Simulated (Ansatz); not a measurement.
Sn8. Charge 0, multiplicity 3. Geometry PBE-D4/def2-SVP; atoms count from 1.

```xyz
8

Sn   -1.843    0.205    1.557
Sn    1.246   -0.285    0.706
Sn    1.825    1.864   -1.349
Sn    1.183   -0.965   -2.306
Sn   -1.120    0.953   -1.362
Sn   -0.233   -2.272    2.296
Sn    0.079    2.551    1.060
Sn   -1.136   -2.052   -0.603
```

In the def2 sets Sn takes a core potential; there is no spin–orbit coupling. At PBE0-D4/def2-SVP a singlet of charge 0 lies 0.24 eV below the triplet, each at its own geometry. The structure comes from a short search, and lower isomers may exist.

**Question.** Estimate the Mulliken populations from the PBE0/def2-SVP orbitals of Ansatz.

**Answer.** 
```csv
atom,charge (e),spin (α − β)
Sn1,-0.02,0.27
Sn2,-0.18,-0.04
Sn3,0.08,0.14
Sn4,0.06,0.20
Sn5,-0.09,0.20
Sn6,0.11,0.77
Sn7,0.06,0.20
Sn8,-0.02,0.27
```
Mulliken values and Mayer orders depend strongly on the basis.

**Question.** Where does the spin sit?

**Answer.** Summed by element: Sn 2.00, of 2 unpaired in all. Largest on single atoms: Sn6 0.77, Sn8 0.27, Sn1 0.27.

**Question.** And the Mayer bond orders between bonded heavy atoms (over 0.3)?

**Answer.** Sn1–Sn2 0.38 (3.24 Å); Sn1–Sn5 0.49 (3.10 Å); Sn1–Sn6 0.61 (3.05 Å); Sn1–Sn7 0.56 (3.07 Å); Sn1–Sn8 0.43 (3.20 Å); Sn2–Sn3 0.46 (3.03 Å); Sn2–Sn4 0.52 (3.09 Å); Sn2–Sn5 0.34 (3.38 Å); Sn2–Sn6 0.59 (2.94 Å); Sn2–Sn7 0.52 (3.09 Å); Sn2–Sn8 0.38 (3.24 Å); Sn3–Sn4 0.59 (3.06 Å); Sn3–Sn5 0.52 (3.08 Å); Sn3–Sn7 0.60 (3.05 Å); Sn4–Sn5 0.48 (3.14 Å); Sn4–Sn8 0.56 (3.08 Å); Sn5–Sn7 0.48 (3.14 Å); Sn5–Sn8 0.49 (3.10 Å); Sn6–Sn8 0.61 (3.04 Å).
